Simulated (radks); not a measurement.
The numbers below are computed, except where a source is named.
Mean orbital radii <r> (bohr) of the argon ion Ar2+, [Ne] 3s2 3p4, at several levels of relativity; Dirac values are averaged over j with weights 2j + 1. Spin-unpolarised spherical Kohn-Sham, PBE, point nucleus unless stated (finite: rms radius 3.4274 fm), a radial shooting solver on a logarithmic mesh with Libxc functionals. A level marked "c x" has the speed of light scaled by that factor and shares open shells by 2j + 1; other Dirac levels either fill j = l - 1/2 first or share by 2j + 1.

[
 {"shell": "1s", "non-rel.": "0.08620", "scalar-rel.": "0.08573", "Dirac, low j first": "0.08572", "Dirac, 2j+1 shares, finite nucleus": "0.08572", "change of magnitude, last against first (%)": "-0.55"},
 {"shell": "2s", "non-rel.": "0.4159", "scalar-rel.": "0.4137", "Dirac, low j first": "0.4136", "Dirac, 2j+1 shares, finite nucleus": "0.4136", "change of magnitude, last against first (%)": "-0.57"},
 {"shell": "2p", "non-rel.": "0.3769", "scalar-rel.": "0.3761", "Dirac, low j first": "0.3761", "Dirac, 2j+1 shares, finite nucleus": "0.3761", "change of magnitude, last against first (%)": "-0.20"},
 {"shell": "3s", "non-rel.": "1.335", "scalar-rel.": "1.329", "Dirac, low j first": "1.329", "Dirac, 2j+1 shares, finite nucleus": "1.329", "change of magnitude, last against first (%)": "-0.41"},
 {"shell": "3p", "non-rel.": "1.468", "scalar-rel.": "1.467", "Dirac, low j first": "1.467", "Dirac, 2j+1 shares, finite nucleus": "1.467", "change of magnitude, last against first (%)": "-0.07"}
]
